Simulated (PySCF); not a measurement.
Bonds broken one at a time in the series CF3-X. Isolated molecules, 0 K electronic values unless said otherwise. One relaxed conformer stands for each flexible species; it need not be the lowest. Strings in code marks are SMILES.

All values below come from PBE-D3(BJ)/def2-TZVP // B3LYP-D3(BJ)/def2-TZVP in PySCF. All candidates: neutral, multiplicity 2. 

The dipole moment is 1.50 D and the highest occupied spin orbital comes out as -4.71 eV.

Task: Which member has these values?
A. `F[C](F)I`
B. `F[C](F)Cl`
C. `F[CH]F`
D. `F[C](F)[GeH3]`

Result: D, `F[C](F)[GeH3]`. The others give `F[CH]F`: 1.23 D, -5.17 eV; `F[C](F)I`: 0.36 D, -5.57 eV; `F[C](F)Cl`: 0.27 D, -5.71 eV
